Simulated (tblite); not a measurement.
H$_{4}$Sn (SMILES [SnH4]), singlet, at a GFN2-xTB geometry (such geometries of metal compounds can be far from the true shape); GFN1-xTB (tblite).

Here is a job for tblite.
```
$ tblite run mol.xyz --method gfn1 --charge 0 --spin 0 --spin-polarized --json tblite.json --no-restart

# file mol.xyz
5

Sn     0.00000000    -0.00000000    -0.00000000
H     -1.09244291     1.12690418    -0.47060308
H      0.23178506    -1.07625557    -1.21357383
H     -0.56018288    -0.78368680     1.32545915
H      1.42084073     0.73303819     0.35871776
```

It wrote (shortened):

```
xTB calculator
 | screened Coulomb repulsion
 | Coulomb electrostatics
 |  * isotropic Klopman-Ohno-Mataga-Nishimoto electrostatics
 |  * onsite third-order electrostatics
 | DFT-D3(BJ) dispersion correction
 | Interactions (1)
 | [1] spin polarization

halogen bonding energy    0.0000000000000E+00 Eh
repulsion energy          2.3094289322372E-02 Eh
dispersion energy        -7.3833151626185E-04 Eh
interaction energy        0.0000000000000E+00 Eh
number of electrons       8.0000000000000E+00 e
integral cutoff           2.8182813135037E+01 bohr

------------------------------------------------------------
  cycle        total energy    energy error   density error
------------------------------------------------------------
      1     -4.631648749682  -4.6540047E+00   4.8183671E-02
      2     -4.631687660882  -3.8911200E-05   2.7346283E-02
      3     -4.631690440187  -2.7793052E-06   1.9882828E-03
      4     -4.631692081026  -1.6408385E-06   1.1818852E-04
      5     -4.631692093622  -1.2596401E-08   4.9853290E-05
      6     -4.631692093647  -2.4929392E-11   1.3730194E-06
------------------------------------------------------------

electronic energy        -4.6540480514532E+00 Eh
total energy             -4.6316920936471E+00 Eh

Post processing:
 | Mayer-Wiberg bond orders

[Info] JSON dump of results written to 'tblite.json'
```
